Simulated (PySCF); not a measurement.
SiF₂ClBr, SMILES F[Si](F)(Cl)Br. Atoms are numbered in the order given.

```xyz
5

F      1.3011     0.8172    -1.2879
Si     0.3942     0.5431     0.0000
F      1.3011     0.8172     1.2879
Cl    -1.1608     1.8348     0.0000
Br    -0.2630    -1.5287     0.0000
```

Geometry optimised at PBE0-D3(BJ)/def2-SVP. This is a generated structure with no PubChem entry under its InChIKey; it may be hypothetical.

Method: TDA-B3LYP/def2-SVPD run with PySCF 2.14.0.

Vertical excitations. Gas-phase values at a fixed geometry. State labels are in the subgroup Cs.

Computed lowest excited states:
| state | symmetry | energy (eV) | λ (nm) | f | main pairs |
|---|---|---|---|---|---|
| S1 | A' | 6.91 | 180 | 0.035 | HOMO→LUMO 98 % |
| S2 | A" | 6.98 | 178 | 0.011 | HOMO−1→LUMO 98 % |
| S3 | A" | 7.90 | 157 | 0.020 | HOMO−2→LUMO 98 % |
| S4 | A' | 8.04 | 154 | 0.038 | HOMO−3→LUMO 95 % |
| S5 | A" | 8.32 | 149 | 0.000 | HOMO→LUMO+2 99 % |
| S6 | A' | 8.43 | 147 | 0.015 | HOMO→LUMO+1 76 %, HOMO−1→LUMO+2 20 % |
| S7 | A" | 8.48 | 146 | 0.020 | HOMO−1→LUMO+1 91 % |
| S8 | A' | 8.64 | 143 | 0.009 | HOMO−1→LUMO+2 54 %, HOMO→LUMO+1 16 %, HOMO−4→LUMO 13 %, HOMO→LUMO+4 10 % |
| S9 | A' | 8.87 | 140 | 0.011 | HOMO→LUMO+3 59 %, HOMO−4→LUMO 23 %, HOMO→LUMO+4 9 % |
| S10 | A" | 8.97 | 138 | 0.000 | HOMO−1→LUMO+3 72 %, HOMO−1→LUMO+4 14 % |
| T1 | A' | 6.40 | 194 | 0 | HOMO→LUMO 95 % |
| T2 | A" | 6.51 | 190 | 0 | HOMO−1→LUMO 95 % |
| T3 | A" | 7.47 | 166 | 0 | HOMO−2→LUMO 93 % |
| T4 | A' | 7.53 | 165 | 0 | HOMO−3→LUMO 90 % |
Triplets are in the Tamm–Dancoff approximation.
